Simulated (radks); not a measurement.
Ce XXX, configuration [Ar] 3d10 4s1.

Calculated with a radial shooting solver on a logarithmic mesh with Libxc functionals: scalar-relativistic Kohn-Sham, r2SCAN, spin-polarised, spherical densities, finite nucleus; open shells are filled with parallel spins first (spin-orbit coupling, left out, can overturn this in heavy ions); meta-GGA in the generalised Kohn-Sham scheme; Fermi nuclear charge, rms radius 4.8771 fm.

Energy parts (hartree):
total: -8426.4357
kinetic: 8953.4042
electron-nucleus: -19258.4244
Hartree: 2053.7184
exchange-correlation: -175.1340

Orbitals (lengths in bohr, moments of r in powers of bohr; <r^-3> diverges for s and p1/2):
\begin{tabular}{lrrr}
orbital & occ. & eigenvalue (hartree) & <r^-3> \\ \hline
1s up & 1 & -1520.041 & - \\
1s down & 1 & -1520.016 & - \\
2s up & 1 & -274.8313 & - \\
2s down & 1 & -274.8170 & - \\
2p up & 3 & -250.0242 & 8012 \\
2p down & 3 & -250.0074 & 8011 \\
3s up & 1 & -86.11395 & - \\
3s down & 1 & -86.08293 & - \\
3p up & 3 & -78.13994 & 1673 \\
3p down & 3 & -78.10353 & 1673 \\
3d up & 5 & -67.07517 & 231.4 \\
3d down & 5 & -67.03594 & 231.7 \\
4s up & 1 & -40.05734 & - \\
4s down & 0 & -39.54625 & - \\
4p up & 0 & -37.06024 & 514.2 \\
4p down & 0 & -36.58575 & 517.7 \\
5s up & 0 & -22.58346 & - \\
\end{tabular}

The highest occupied level is 4s up at -1090.0 eV. The electron density at the nucleus is 3.971e+05 e/bohr^3 (large components only). Summed over all electrons, <r^2> = 1.829 bohr^2, which gives a Langevin (diamagnetic) susceptibility term of -1.45 x 10^-6 cm^3/mol. For comparison, the ionisation energy in NIST's Atomic Spectra Database is 1103.5 eV (semi-empirical). In exact Kohn-Sham theory the highest level is minus the ionisation energy, but local and semilocal functionals leave it too shallow, through self-interaction and a potential that decays too fast; potentials with the right tail come closer.
